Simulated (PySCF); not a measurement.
Y(OH) (HOY), SMILES [OH][Y].

Geometry: PBE0-D3(BJ)/def2-TZVPD. The spin state was assumed, not searched. The def2 effective core potentials stand for the cores of Y; spin–orbit coupling is left out.

Two levels are set side by side: PBE/def2-TZVPD (PySCF) and M06-2X/def2-TZVPD (PySCF). Same geometry, gas phase. Differences are taken from unrounded values.

```tsv
quantity	PBE
orbital gap (eV)	1.28
highest occupied level (eV)	-3.79
lowest empty level (eV)	-2.51
dipole moment (D)	0.57
mean polarisability (bohr³)	145.0
```

**Question.** These are the PBE values. What does M06-2X give? (Estimate from the structure and the level; the computed values follow.)

**Answer.** 
```json
[
 {"quantity": "orbital gap (eV)", "M06-2X": "4.42", "PBE minus M06-2X": "-3.14"},
 {"quantity": "highest occupied level (eV)", "M06-2X": "-5.06", "PBE minus M06-2X": "1.28"},
 {"quantity": "lowest empty level (eV)", "M06-2X": "-0.64", "PBE minus M06-2X": "-1.87"},
 {"quantity": "dipole moment (D)", "M06-2X": "0.68", "PBE minus M06-2X": "-0.11"},
 {"quantity": "mean polarisability (bohr³)", "M06-2X": "135.2", "PBE minus M06-2X": "9.8"}
]
```

Without exact exchange PBE keeps part of each electron's self-repulsion, which lifts occupied levels and narrows the gap. Loosely held outer electrons make PBE densities more polarisable. Differences between two approximate levels are no errors against the true value.

Rough cost on one machine, each run with all the roots and properties that it gave: M06-2X against PBE about 3 times.
